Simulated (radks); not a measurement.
Effect of the nuclear size on the germanium ion Ge3+, [Ar] 3d10 4s1. Calculated with a radial shooting solver on a logarithmic mesh with Libxc functionals: Dirac Kohn-Sham, exchange-only LDA, spin-unpolarised, spherical densities, finite nucleus; Fermi nuclear charge, rms radius 4.0742 fm. The rms radius is varied about that value; shifts are against it.

\begin{tabular}{lrrrrrrr}
rms radius (fm) & total energy shift (eV) & density at nucleus (e/bohr^3) & 1s1/2 shift (meV) & 2s1/2 shift (meV) & 3s1/2 shift (meV) & 3p1/2 shift (meV) & 4s1/2 shift (meV) \\ \hline
3.516 & -0.0863 & 3.184e+04 & -36.7 & -3.58 & -0.541 & 0.046 & -0.056 \\
3.8257 & -0.0399 & 3.167e+04 & -17.0 & -1.65 & -0.250 & 0.021 & -0.026 \\
4.0742 & 0 & 3.155e+04 & 0.000 & 0.000 & 0.000 & 0.000 & 0.000 \\
4.2372 & 0.0274 & 3.147e+04 & 11.7 & 1.14 & 0.172 & -0.015 & 0.018 \\
4.7668 & 0.124 & 3.124e+04 & 52.6 & 5.13 & 0.775 & -0.066 & 0.080 \\
\end{tabular}

Slopes of the eigenvalues against <r^2> in GHz/fm^2, as finite differences over the two radii next to the reference (eigenvalue slopes, not the field-shift constants of lines): 1s1/2 2090, 2s1/2 204, 3s1/2 30.8, 3p1/2 -2.62, 4s1/2 3.17.
